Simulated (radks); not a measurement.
Question: Neutral technetium, [Kr] 4d5 5s2. All-electron calculation, non-relativistic Kohn-Sham, PBE, spin-polarised, spherical densities, point nucleus. Program: a radial shooting solver on a logarithmic mesh with Libxc functionals. Every spin shell is full or empty, so the densities are truly spherical. Functionals are evaluated on that one density, not self-consistently. Rank these orbital-free kinetic functionals by their error against the exact value of the orbitals, and give that value: Thomas-Fermi, von Weizsacker, TF + vW, TF + vW/9, LC94, revAPBEK, Perdew 92, PG1, Ernzerhof.

Answer: Exact: 4204.49 hartree. From best to worst, with 100 (|E| - |E exact|)/|E exact| (equal figures are ties): LC94 +0.08, revAPBEK +0.34, Ernzerhof -0.37, Perdew 92 -0.66, TF + vW/9 -0.67, Thomas-Fermi -5.53, PG1 +16.04, TF + vW +38.17, von Weizsacker -56.30.
